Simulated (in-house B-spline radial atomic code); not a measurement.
Radial electron density of S⁵⁺, [Ne] 3s1. Computed with an all-electron radial atomic-structure program (B-spline basis): non-relativistic SCAN, spin-polarised, spherical fractional occupations, point nucleus.

Columns: r (bohr), 4πr²n(r) (electrons per bohr), bar.

```
  0.0036   0.3874 #
  0.0043   0.5405 #
 0.00512   0.7465 ##
 0.00611     1.03 ##
 0.00729    1.412 ###
  0.0087    1.922 #####
  0.0104    2.602 ######
  0.0124     3.47 ########
  0.0148    4.579 ###########
  0.0176    5.922 ##############
   0.021    7.566 ##################
   0.025    9.443 #######################
  0.0299    11.56 ############################
  0.0356    13.69 #################################
  0.0425     15.7 ######################################
  0.0507     17.3 ##########################################
  0.0605     18.2 ############################################
  0.0722    18.19 ############################################
  0.0861    17.22 ##########################################
   0.103    15.48 #####################################
   0.122    13.65 #################################
   0.146    12.21 ##############################
   0.174    11.93 #############################
   0.208       13 ###############################
   0.248    14.96 ####################################
   0.296    16.83 #########################################
   0.353    17.41 ##########################################
   0.421    16.03 #######################################
   0.502    12.85 ###############################
   0.599     8.82 #####################
   0.714    5.193 #############
   0.852    2.749 #######
    1.02    1.558 ####
    1.21    1.148 ###
    1.45   0.8947 ##
    1.72   0.6011 #
    2.06   0.2919 #
    2.45    0.102 
    2.93  0.02251 
    3.49 0.003173 
    4.16 0.0002564 
    4.97 1.017e-05
```

On this grid the curve has 2 maxima, near 0.0605, 0.353 bohr.

The 2p up radial function P(r) = rR(r), positive near the nucleus:

```json
{"r (bohr)": "0.0036", "P": "0.001653"}
{"r (bohr)": "0.00512", "P": "0.003303"}
{"r (bohr)": "0.00729", "P": "0.006582"}
{"r (bohr)": "0.0104", "P": "0.01307"}
{"r (bohr)": "0.0148", "P": "0.02556"}
{"r (bohr)": "0.021", "P": "0.04901"}
{"r (bohr)": "0.0299", "P": "0.09269"}
{"r (bohr)": "0.0425", "P": "0.1699"}
{"r (bohr)": "0.0605", "P": "0.3003"}
{"r (bohr)": "0.0861", "P": "0.5026"}
{"r (bohr)": "0.122", "P": "0.7784"}
{"r (bohr)": "0.174", "P": "1.105"}
{"r (bohr)": "0.248", "P": "1.378"}
{"r (bohr)": "0.353", "P": "1.451"}
{"r (bohr)": "0.502", "P": "1.225"}
{"r (bohr)": "0.714", "P": "0.7751"}
{"r (bohr)": "1.02", "P": "0.3279"}
{"r (bohr)": "1.45", "P": "0.08553"}
{"r (bohr)": "2.06", "P": "0.01064"}
```
